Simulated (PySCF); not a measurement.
Stepwise substitution at one centre (In SH-H). All species are isolated molecules in the gas phase. One relaxed conformer stands for each flexible species; it need not be the lowest. Strings in code marks are SMILES.

The S1 excitation (TDA) from two functionals at the same geometries (CAM-B3LYP-D3(BJ)/def2-TZVP), both in PySCF: PBE-D3(BJ)/def2-TZVP and TPSSh-D3(BJ)/def2-TZVP. Excitations are Tamm–Dancoff values on a coarser integration grid. The basis has no diffuse functions, so Rydberg states are missing or too high.

```json
[
 {"species": "0 of 3 SH replaced by H (`[SH][In]([SH])[SH]`)", "PBE-D3(BJ)/def2-TZVP (eV)": "3.93"},
 {"species": "1 of 3 SH replaced by H (`[SH][InH][SH]` (H–S–In–S torsion 180°, S–In–S–H torsion 0°))", "PBE-D3(BJ)/def2-TZVP (eV)": "4.42"},
 {"species": "2 of 3 SH replaced by H (`[SH][InH2]`)", "PBE-D3(BJ)/def2-TZVP (eV)": "4.46"}
]
```

What does TPSSh-D3(BJ)/def2-TZVP give for each?


- 0 of 3 SH replaced by H (`[SH][In]([SH])[SH]`): 4.37
- 1 of 3 SH replaced by H (`[SH][InH][SH]` (H–S–In–S torsion 180°, S–In–S–H torsion 0°)): 4.84
- 2 of 3 SH replaced by H (`[SH][InH2]`): 4.79
Over these rows, drawn at random from the members with no instability flagged (it was tested for open shells, ions and some series alone), PBE minus TPSSh-D3(BJ): mean -0.40 eV, from -0.44 eV to -0.33 eV.
